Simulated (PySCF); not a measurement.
# Excitation energy of Ca+ by level of theory

Ca+ [Ar] 4s1 (2S) → Ca+ [Ar] 3d1 (2D), as a difference of total energies. All numbers are calculated (PySCF 2.14, the non-relativistic Hamiltonian (point nucleus), in def2-QZVPPD (11s6p4d3f, 70 functions)). Correlated levels: valence and next inner shell: [Ne] frozen. The calculations carry no spin-orbit coupling.

```json
{"method": "UHF", "excitation energy (cm⁻¹)": "15417", "difference from reference (cm⁻¹)": "+1731"}
{"method": "LDA", "excitation energy (cm⁻¹)": "9396.9", "difference from reference (cm⁻¹)": "-4290"}
{"method": "PBE", "excitation energy (cm⁻¹)": "8692.2", "difference from reference (cm⁻¹)": "-4994"}
{"method": "PBE0", "excitation energy (cm⁻¹)": "9448.3", "difference from reference (cm⁻¹)": "-4238"}
{"method": "r2SCAN", "excitation energy (cm⁻¹)": "8207.0", "difference from reference (cm⁻¹)": "-5480"}
{"method": "revPBE", "excitation energy (cm⁻¹)": "8236.6", "difference from reference (cm⁻¹)": "-5450"}
{"method": "wB97X", "excitation energy (cm⁻¹)": "8309.4", "difference from reference (cm⁻¹)": "-5377"}
{"method": "PW91", "excitation energy (cm⁻¹)": "8464.2", "difference from reference (cm⁻¹)": "-5222"}
{"method": "M06-L", "excitation energy (cm⁻¹)": "5976.5", "difference from reference (cm⁻¹)": "-7710"}
{"method": "MP2 (valence and next inner shell)", "excitation energy (cm⁻¹)": "14840", "difference from reference (cm⁻¹)": "+1153"}
{"method": "SCS-MP2 (valence and next inner shell)", "excitation energy (cm⁻¹)": "14711", "difference from reference (cm⁻¹)": "+1025"}
```

Reference: 13687 cm⁻¹ (measured; NIST levels, between the centres of gravity of the two terms).

These non-relativistic numbers lack the scalar-relativistic shift.

Errors of the correlated levels include the incompleteness of this basis and the frozen core.
